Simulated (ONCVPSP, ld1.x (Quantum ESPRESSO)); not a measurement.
Potentials for technetium compared

Generated with ld1.x 7.5 (TM, RRKJ, ultrasoft, PAW), atompaw 4.2 or ONCVPSP 4.0.1. The cutoff is in Ry: for ld1.x and atompaw files where the sum of valence levels is converged to 10 mRy in a Bessel basis, for ONCV files where the hardest occupied wave has 1 mHa per electron of residual kinetic energy. The error is the largest all-electron minus pseudo excitation energy over each file’s own four to seven test configurations (ionisations up to +4, promotions, holes and added fractions of an electron), all of which were solved. The labels leave out finer settings (local radius, basis sizes, second energies), which also bear on the numbers. Spin-polarised tests are not counted. The rows are a selection from randomly drawn settings: files with unsolved tests, undetermined cutoffs or missed reference levels are left out.

A true bound ghost makes a file unfit for plane-wave use even where its test errors are small: the radial tests pick states by their node count and pass the ghost by.

| potential | cutoff (Ry) | largest error (meV) | bound ghosts |
| --- | --- | --- | --- |
| ONCV, PBEsol, scalar-relativistic, rc 2.05/1.30/2.10 (spd), local smoothed, core correction yes, reference 4s2 4p6 4d6 5s1, qcut 4.9/5.1/6.7, projectors 2/3/2 | 143 | +23 | none |
| ONCV, LDA (Perdew-Wang 92), fully relativistic, rc 1.55/1.55/2.25 (spd), local smoothed, core correction yes, reference 4s2 4p6 4d5 5s2, qcut 7.2/9.6/7.7, projectors 2/2/2 | 58 | +3.9 | none |
| ONCV, PBEsol, scalar-relativistic, rc 1.45/1.10/2.30 (spd), local smoothed, core correction yes, reference 4s2 4p6 4d5, qcut 6.7/8.4/8.2, projectors 3/2/1 | 65 | +6.2 | none |
| ONCV, PBE, scalar-relativistic, rc 1.90/1.85/1.55 (spd), local smoothed, core correction yes, reference 4s2 4p6 4d5 5s2, qcut 6.7/8.6/5.2, projectors 2/1/2 | 153 | -14 | none |
| ONCV, PBEsol, fully relativistic, rc 1.85/2.10/2.00/1.65 (spdf), local smoothed, core correction yes, reference 4s2 4p6 4d5 5s1 5p1, qcut 6.4/6.3/6.6/6.1, projectors 3/2/2/2 | 33 | -62 | none |

Fill in the row for Tc: ONCV, PBEsol, scalar-relativistic, rc 1.65/1.80/1.70 (spd), local smoothed, core correction yes, reference 4s2 4p6 4d5 5s1, qcut 9.6/9.7/7.5, projectors 2/2/2.

cutoff 59 Ry, largest error -2.4 meV, bound ghosts: none.

Fill in the row for Tc: RRKJ, PBE, scalar-relativistic, rc 3.00/2.55/1.75 (spd), local p, core correction no, reference 4d5 5s2 5p0.

cutoff 40 Ry, largest error -425 meV, bound ghosts: s.

Fill in the row for Tc: RRKJ, LDA (PZ), scalar-relativistic, rc 2.10/1.40/1.95 (spd), local s, core correction yes, reference 4p6 4d5 5s2 5p0.

cutoff 70 Ry, largest error -762 meV, bound ghosts: none.
